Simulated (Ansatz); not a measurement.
CH6AlN3O (`N=[C](O)[Al]([NH2])[NH2]`). Charge 0, multiplicity 1.

Z-matrix (Å, degrees):
```
C
O 1 1.360
Al 1 1.981 2 117.8
N 1 1.268 2 125.5 3 -180.0
H 2 0.969 1 109.5 3 180.0
N 3 1.759 1 116.3 2 179.5
N 3 1.764 1 119.2 2 -0.6
H 4 1.027 1 113.6 2 0.0
H 6 1.007 3 120.8 1 0.2
H 6 1.005 3 128.1 1 -180.0
H 7 1.006 3 127.0 1 -179.9
H 7 1.007 3 122.7 1 0.1
```

**Question.** What are the harmonic wavenumbers in cm⁻¹ at PBE0-D4/def2-TZVP (Ansatz, finite differences of forces, unscaled)? (Estimate.)

**Answer.** The calculation gave: 36, 94, 170, 193, 232, 288, 345, 363, 387, 407, 426, 557, 614, 647, 677, 803, 889, 905, 1094, 1150, 1352, 1555, 1567, 1694, 3372, 3616, 3617, 3707, 3714, 3724.

**Question.** Is this a minimum?

**Answer.** Yes, all 30 modes are real.

**Question.** Give the ideal-gas thermochemistry at 298.15 K and 1 bar (rigid rotor, harmonic oscillator; point group Cs, symmetry number 1).

**Answer.** Zero-point energy 228.4 kJ/mol; H(298) − E = 254.7 kJ/mol; entropy 385.1 J/(mol·K), of which translation 166.7, rotation 115.9, vibration 102.5; G(298) − E = 139.9 kJ/mol. Modes under 100 cm⁻¹ are hindered rotations or soft bends, so the harmonic entropy is rough.

**Question.** And at 400, 500, 600, 800 and 1000 K?

**Answer.** 
| T (K) | H − E (kJ/mol) | S (J/mol/K) | G − E (kJ/mol) |
| --- | --- | --- | --- |
| 400 | 269.9 | 428.9 | 98.4 |
| 500 | 286.7 | 466.4 | 53.6 |
| 600 | 305.0 | 499.6 | 5.2 |
| 800 | 344.6 | 556.4 | -100.6 |
| 1000 | 387.2 | 603.9 | -216.7 |
